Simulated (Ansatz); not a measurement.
Ge₃Se₃, relaxed as a singlet with RKS PBE0-D4/def2-SVP in Ansatz, starting from the GFN2-xTB geometry. Force threshold 0.02 eV/Å.

The structure comes from a short search, and lower isomers may exist.

Start:

```xyz
6

Ge   -0.260   -1.155    0.955
Ge    0.164   -0.777   -2.339
Ge    0.468    1.822    0.480
Se   -1.777   -0.544   -1.038
Se    1.768   -0.262   -0.483
Se   -0.364    0.916    2.425
```

**Question.** Estimate the energy that the relaxation releases and the steps that it takes.

**Answer.** 0.39 eV, in 9 steps; 65 s on 4 threads of Arm Neoverse V2 on a shared host. No frequencies were taken in this run, so the end may be a saddle point.

**Question.** Does the start keep its bonding and symmetry?

**Answer.** Bonds formed: Ge3–Se4 (atoms count from 1). The end is the same structure that another start reached, the lowest one found.

**Question.** Predict the relaxed structure.

**Answer.** 
```xyz
6

Ge   -0.216   -1.167    1.085
Ge    0.277   -0.771   -2.335
Ge    0.063    1.594    0.206
Se   -1.593   -0.138   -0.938
Se    1.760   -0.330   -0.477
Se   -0.292    0.812    2.458
```
Bond lengths: 8 × Ge–Se 2.41 to 2.66 Å.
